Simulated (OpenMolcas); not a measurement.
## Cs: CASPT2 settings compared

```
Program             : OpenMolcas
Basis               : ANO-RCC-VDZ [7s6p2d]
Scalar Hamiltonian  : DKH4, point nucleus
Active space        : 1 electron in 4 orbitals (6s 6p)
State averaging     : 2S+1 = 2 even, 1 root; 2S+1 = 2 odd, 3 roots
Spin-orbit coupling : state interaction with AMFI integrals over the reference wave functions, term energies averaged over their components
```

Methods on the same reference wave functions:
A. CASSCF
B. SS-CASPT2, IPEA 0.3 Eh, no level shift (closed shells correlated: 5s 5p)
C. SS-CASPT2, IPEA 0.2 Eh, imaginary shift 0.4 Eh (closed shells correlated: 5s 5p)
D. XMS-CASPT2, IPEA 0.35 Eh, sigma1 regulariser 0.2 Eh (closed shells correlated: 5s 5p)

Energies in cm-1 above 6s 2S 1/2, the measured ground level; measured values from NIST Handbook of Basic Atomic Spectroscopic Data.

```csv
Level,A,B,C,D,Measured
6s 2S 1/2,0.0,0.0,0.0,0.0,0.0
6p 2P* 1/2,9306,9552,9560,9542,11178
6p 2P* 3/2,9615,9861,9869,9851,11732
```

Deviations, from unrounded energies. A percentage is the sum of absolute deviations over the sum of measured energies, with the sign that they share, or ± where signs differ.

| Against measurement | Levels | A | B | C | D |
| --- | --- | --- | --- | --- | --- |
| mean absolute deviation (cm-1) | 2 | 2000 | 1700 | 1700 | 1800 |
| other configurations (%) | 2 | -17.4 | -15.3 | -15.2 | -15.4 |

B, C, D lie about equally close to measurement and A furthest from it. The largest miss of C in the table is 6p 2P* 3/2, by -1900 cm-1. The ranking rests on the paired levels alone, and a cruder setting can come out closer through cancelling errors.

Among B to D the level of the table that moves most is 6p 2P* 1/2, by 18 cm-1 (lowest in D, highest in C).

The lowest spin-free term lies below A's lowest term by 0.019 hartree in B, 0.019 hartree in C, 0.019 hartree in D.

ANO sets are built for ground and valence states and can reach diffuse excited orbitals poorly. With one active electron the reference holds no correlation, so core polarisation is missing (holds for A). With one active electron, CASPT2 adds the correlation within the correlated inactive shells and between them and that electron, and leaves the splitting within a term as the reference gives it (holds for B; C; D). Computed and measured levels are paired by configuration, term and J; levels that our copy of the source lacks, or whose pairing is in doubt (as where it misses far off the trend of its configuration), stay unpaired and out of the deviations. Only configurations of the active space appear.

* marks odd parity.
